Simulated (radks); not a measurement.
The numbers below are computed, except where a source is named.
The palladium ion Pd2+ inside a hard spherical wall (all orbitals vanish at R), configuration held at [Kr] 4d8 and not refilled when levels cross. Code: a radial shooting solver on a logarithmic mesh with Libxc functionals. Model: scalar-relativistic Kohn-Sham, PBEsol, spin-unpolarised, spherical densities, finite nucleus; Fermi nuclear charge, rms radius 4.5318 fm. Eigenvalues in eV, with the zero of energy where the potential of the charges vanishes at infinity; a dash marks a level that is unbound or too diffuse for the functional's potential to be trusted. A positive occupied level is held by the wall or, in an anion where self-interaction has pushed it up, behind a barrier. The pressure on the wall is -dE/dV.

\begin{tabular}{lrrrrrrrrr}
R (bohr) & E (hartree) & kinetic (hartree) & e(3d) & e(4s) & e(4p) & e(4d) & e(5s, empty) & e(5p, empty) & pressure (GPa) \\ \hline
free & -5042.23509 & 5229.537 & -351.02 & -110.38 & -76.031 & -27.320 & -20.165 & -13.924 & 0 \\
20 & -5042.23509 & 5229.537 & -351.02 & -110.38 & -76.031 & -27.320 & -20.165 & -13.924 & < 0.0001 \\
15 & -5042.23509 & 5229.537 & -351.02 & -110.38 & -76.031 & -27.320 & -20.165 & -13.924 & < 0.0001 \\
12 & -5042.23509 & 5229.537 & -351.02 & -110.38 & -76.031 & -27.320 & -20.165 & -13.924 & < 0.0001 \\
10 & -5042.23509 & 5229.537 & -351.02 & -110.38 & -76.031 & -27.320 & -20.165 & -13.922 & < 0.0001 \\
5 & -5042.23125 & 5229.577 & -350.85 & -110.23 & -75.882 & -27.180 & -19.566 & -12.357 & 0.844 \\
4 & -5042.19602 & 5229.851 & -349.88 & -109.39 & -75.082 & -26.392 & -17.061 & -8.146 & 13.1 \\
3.5 & -5042.11165 & 5230.396 & -348.24 & -108.04 & -73.793 & -25.053 & -13.182 & -2.556 & 54.5 \\
3 & -5041.83712 & 5231.952 & -344.39 & -105.03 & -70.913 & -21.863 & -4.170 & 9.316 & 247 \\
\end{tabular}
